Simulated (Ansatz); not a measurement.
Basis-set series for `[CH3][GeH]([Cl])[Cl]`. Charge 0, multiplicity 1. The geometry is a stationary point of PBE0-D4/def2-TZVP.

| atom | x (Å) | y (Å) | z (Å) |
| --- | --- | --- | --- |
| C1 | -0.342 | -0.138 | -1.030 |
| Ge2 | 0.250 | -0.065 | 0.806 |
| Cl3 | -1.094 | 1.190 | 1.919 |
| Cl4 | 2.191 | 0.856 | 0.872 |
| H5 | 0.351 | -0.745 | -1.614 |
| H6 | -1.341 | -0.575 | -1.075 |
| H7 | -0.369 | 0.873 | -1.436 |
| H8 | 0.354 | -1.395 | 1.558 |

| functional | basis | functions | energy (Eh) | HOMO (eV) | LUMO (eV) |
| --- | --- | --- | --- | --- | --- |
| PBE0-D4 | def2-SVP | 102 | -3036.82589 | -8.59 | 0.07 |
| PBE0-D4 | def2-QZVPP | 406 | -3037.52674 | -8.76 | -0.43 |
| ωB97M-V | def2-SVP | 102 | -3037.24637 | -10.76 | 2.22 |
| ωB97M-V | def2-QZVPP | 406 | -3037.94384 | -10.98 | 1.45 |

**Question.** Give the rows for def2-TZVPP. (Best estimate.)

**Answer.** Computed: 
```json
{"functional": "PBE0-D4", "basis": "def2-TZVPP", "functions": "219", "energy (Eh)": "-3037.45257", "HOMO (eV)": "-8.73", "LUMO (eV)": "-0.31"}
{"functional": "ωB97M-V", "basis": "def2-TZVPP", "functions": "219", "energy (Eh)": "-3037.87191", "HOMO (eV)": "-10.94", "LUMO (eV)": "1.71"}
```

Positive LUMOs are unbound and depend on the basis. Scalar relativity is left out up to krypton.
